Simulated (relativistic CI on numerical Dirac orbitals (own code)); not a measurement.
## V²⁺ in a cubic cluster: L2,3 absorption with charge transfer

Computed with a charge-transfer multiplet model of a cubic metal-ligand cluster with up to one ligand hole, Slater and spin-orbit integrals from Dirac-Coulomb-Breit ions, Slater integrals scaled by 0.9. The ground state mixes d3 with configurations of k ligand holes L, whose averages lie at kΔ + k(k − 1)U_dd/2; a core hole lowers each added d electron by U_cd. 300 K, Lorentzian 0.4 eV and Gaussian 0.3 eV FWHM.

Atomic integrals in eV (Slater integrals scaled, ζ unscaled), ground: F2dd 8.026, F4dd 4.988, zeta_d 0.019; with the core hole: F2dd 8.831, F4dd 5.496, zeta_d 0.030, zeta_core 4.613, F2cd 4.854, G1cd 3.498, G3cd 1.984.

Cluster parameters (eV): Δ = 6, U_dd = 5.7, U_cd = 7.1, 10Dq(ligand) = 0.1, V(eg) = 2.9, V(t2g) = -1.3, final-state hopping factor = 0.9.

Weights, n_d and S are thermal averages at 300 K. Photon energies count from the first peak over 30 % of the highest in each spectrum, which can be another peak from case to case. The parameters are a model scan and need not match a compound or its usual spin state. Peaks in eV (height, largest 100): 0.0 (50), 1.0 (100), 1.9 (84), 4.4 (16), 7.1 (59), 8.8 (56).

Q: Which parameters give this spectrum?
A. 10Dq = 1.25 eV
B. 10Dq = 0.65 eV
C. 10Dq = 1.85 eV

A: B. 10Dq = 0.65 eV; the ground state then has 3.28 d electrons and S = 1.50. The choice follows from running the model for each set and comparing peak positions and heights. The space is cut while the next configuration still counts.
